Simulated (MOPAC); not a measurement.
MOPAC input (PM3):

```
PM3 PRECISE GNORM=0.05 LET XYZ UHF MS=0.5 GEO-OK AUX(PRECISION=9) THREADS=1
H4PSi

Si   -1.02909718 1    0.09598792 1    0.19603010 1
P     1.16264179 1   -0.17498748 1   -0.28686021 1
H    -1.82509624 1   -0.83302336 1   -0.63823404 1
H    -1.45804519 1    1.48794000 1   -0.08774552 1
H    -1.28854722 1   -0.19745417 1    1.62733475 1
H     1.53942232 1    0.82351881 1    0.65712658 1
```

Output:

```
 *******************************************************************************
 **                                                                           **
 **                              MOPAC v23.2.5                                **
 **                                                                           **
 *******************************************************************************
 ** MOPAC's Digital Object Identifier: https://doi.org/10.5281/zenodo.6511958 **
 **                                                                           **
 ** Please cite the open-source release paper for use of this MOPAC version:  **
 ** J. E. Moussa and J. J. P. Stewart (2026)                                  **
 ** MOPAC: An open-source semiempirical molecular orbital program             **
 ** J. Open Source Softw., 11(119), 8025, https://doi.org/10.21105/joss.08025 **
 *******************************************************************************

                              PM3 CALCULATION RESULTS

 *******************************************************************************
 *  PM3        - The PM3 Hamiltonian to be used
 *  GEO-OK     - OVERRIDE INTERATOMIC DISTANCE AND OTHER SAFETY CHECKS
 *  UHF        - UNRESTRICTED HARTREE-FOCK CALCULATION
 *  MS=        - IN MECI, MAGNETIC COMPONENT OF SPIN =  0.5
 *  LET        - OVERRIDE SOME SAFETY CHECKS
 *  PRECISE    - TIGHTER CRITERIA TO BE USED
 *  XYZ        - CARTESIAN COORDINATE SYSTEM TO BE USED
 *  GNORM      - EXIT WHEN GRADIENT NORM DROPS BELOW 0.050
 *  AUX        - OUTPUT AUXILIARY INFORMATION
 *******************************************************************************
PM3 PRECISE GNORM=0.05 LET XYZ UHF MS=0.5 GEO-OK AUX(PRECISION=9) THREADS=1
 H4PSi

   ATOM   CHEMICAL          X               Y               Z
  NUMBER   SYMBOL      (ANGSTROMS)     (ANGSTROMS)     (ANGSTROMS)

     1      Si         -1.02909718  *   0.09598792  *   0.19603010  *
     2       P          1.16264179  *  -0.17498748  *  -0.28686021  *
     3       H         -1.82509624  *  -0.83302336  *  -0.63823404  *
     4       H         -1.45804519  *   1.48794000  *  -0.08774552  *
     5       H         -1.28854722  *  -0.19745417  *   1.62733475  *
     6       H          1.53942232  *   0.82351881  *   0.65712658  *

          CARTESIAN COORDINATES

    NO.       ATOM           X           Y           Z

     1        Si         -1.0291      0.0960      0.1960
     2         P          1.1626     -0.1750     -0.2869
     3         H         -1.8251     -0.8330     -0.6382
     4         H         -1.4580      1.4879     -0.0877
     5         H         -1.2885     -0.1975      1.6273
     6         H          1.5394      0.8235      0.6571

  H: (PM3): J. J. P. STEWART, J. COMP. CHEM. 10, 209 (1989).
 Si: (PM3): J. J. P. STEWART, J. COMP. CHEM. 10, 209 (1989).
  P: (PM3): J. J. P. STEWART, J. COMP. CHEM. 10, 209 (1989).

           Empirical Formula: H4 Si P  =     6 atoms

      MOLECULAR POINT GROUP   :   Cs

          UHF CALCULATION, NO. OF ALPHA ELECTRONS =    7
                           NO. OF BETA  ELECTRONS =    6

          Geometry optimization using EF

          DIAGONAL MATRIX USED AS START HESSIAN

 CYCLE:     1  GRAD.:    30.971 HEAT:  33.24527
 CYCLE:     2  GRAD.:    25.538 HEAT:  32.58824
 CYCLE:     3  GRAD.:    10.428 HEAT:  31.98160
 CYCLE:     4  GRAD.:     6.347 HEAT:  31.81874
 CYCLE:     5  GRAD.:     3.049 HEAT:  31.74168
 CYCLE:     6  GRAD.:     3.257 HEAT:  31.69945
 CYCLE:     7  GRAD.:     2.762 HEAT:  31.67808
 CYCLE:     8  GRAD.:     2.008 HEAT:  31.66052
 CYCLE:     9  GRAD.:     1.319 HEAT:  31.64445
 CYCLE:    10  GRAD.:     0.374 HEAT:  31.63950
 CYCLE:    11  GRAD.:     0.229 HEAT:  31.63899
 CYCLE:    12  GRAD.:     0.127 HEAT:  31.63866
 CYCLE:    13  GRAD.:     0.033 HEAT:  31.63858

     GRADIENT =  0.03324 IS LESS THAN CUTOFF =  0.05000

 -------------------------------------------------------------------------------
 PM3 PRECISE GNORM=0.05 LET XYZ UHF MS=0.5 GEO-OK AUX(PRECISION=9) THREADS=1
 H4PSi

     GEOMETRY OPTIMISED USING EIGENVECTOR FOLLOWING (EF).
     SCF FIELD WAS ACHIEVED

                              PM3 CALCULATION
                                                       MOPAC v23.2.5 Linux

          FINAL HEAT OF FORMATION =         31.63858 KCAL/MOL =     132.37583 KJ/MOL

          COSMO AREA              =        102.14 SQUARE ANGSTROMS
          COSMO VOLUME            =         89.67 CUBIC ANGSTROMS

          GRADIENT NORM           =          0.03324          =       0.01357 PER ATOM
          IONIZATION POTENTIAL    =          8.474233 EV
          ALPHA SOMO LUMO (EV)    =         -8.474 -1.275
          BETA  SOMO LUMO (EV)    =         -8.857 -2.003
          NO. OF ALPHA ELECTRONS  =          7
          NO. OF BETA  ELECTRONS  =          6
          MOLECULAR WEIGHT        =         63.0909         POINT GROUP:  Cs

          MOLECULAR DIMENSIONS (Angstroms)

            Atom       Atom       Distance
            H     6    H     3     4.03310
            P     2    H     4     2.65203
            H     5    P     2     2.14703

          SCF CALCULATIONS        =         14

   ATOM   CHEMICAL          X               Y               Z
  NUMBER   SYMBOL      (ANGSTROMS)     (ANGSTROMS)     (ANGSTROMS)

     1      Si         -1.01838805  *   0.09104761  *   0.19011694  *
     2       P          1.12611710  *  -0.15032194  *  -0.25901194  *
     3       H         -1.79790179  *  -0.85151468  *  -0.65909287  *
     4       H         -1.47757992  *   1.48065681  *  -0.09276701  *
     5       H         -1.30810248  *  -0.20453335  *   1.62210565  *
     6       H          1.69726346  *   0.74571651  *   0.56507182  *

                             CARTESIAN COORDINATES

   1   Si       -1.018388048     0.091047608     0.190116940
   2    P        1.126117096    -0.150321940    -0.259011941
   3    H       -1.797901792    -0.851514679    -0.659092871
   4    H       -1.477579924     1.480656809    -0.092767013
   5    H       -1.308102475    -0.204533348     1.622105650
   6    H        1.697263461     0.745716506     0.565071821

           Empirical Formula: H4 Si P  =     6 atoms

      MOLECULAR POINT GROUP   :   Cs

          ALPHA EIGENVALUES
 -24.65236 -16.28178 -12.91695 -12.50122 -11.25154  -9.21081  -8.47423  -1.27506
   0.82590   1.22345   1.67944   1.90645

           BETA EIGENVALUES
 -23.55422 -16.11918 -12.75813 -12.17663 -11.19366  -8.85706  -2.00276  -1.11453
   0.99039   1.30166   1.86916   1.95526

              NET ATOMIC CHARGES AND DIPOLE CONTRIBUTIONS

  ATOM NO.   TYPE          CHARGE      No. of ELECS.   s-Pop       p-Pop
    1         Si           0.422203        3.5778     0.97302     2.60478
    2          P           0.006039        4.9940     1.81395     3.18002
    3          H          -0.111902        1.1119     1.11190
    4          H          -0.120540        1.1205     1.12054
    5          H          -0.120540        1.1205     1.12054
    6          H          -0.075260        1.0753     1.07526
 DIPOLE           X         Y         Z       TOTAL
 POINT-CHG.    -0.067    -0.370    -0.357     0.519
 HYBRID        -0.915     1.383     1.449     2.202
 SUM           -0.982     1.013     1.092     1.784

          ATOMIC ORBITAL ELECTRON POPULATIONS

     Atom    s        px        py        pz
    1 Si   0.97302   0.86264   0.87250   0.86964
    2  P   1.81395   1.03065   1.06601   1.08336
    3  H   1.11190
    4  H   1.12054
    5  H   1.12054
    6  H   1.07526

                    (SZ)    =    0.500000
                    (S**2)  =    0.755730

          ATOMIC ORBITAL SPIN POPULATIONS

    Atom   Total    s     px     py     pz
         Atomic
    1 Si -0.1219 -0.021 -0.039 -0.030 -0.032
    2  P  1.0333  0.013  0.049  0.477  0.493
    3  H  0.0085  0.009
    4  H  0.0526  0.053
    5  H  0.0526  0.053
    6  H -0.0251 -0.025

 **********************
 *                    *
 * JOB ENDED NORMALLY *
 *                    *
 **********************

 == MOPAC DONE ==
```

The geometry given is a B3LYP-D3(BJ)/def2-TZVP minimum.
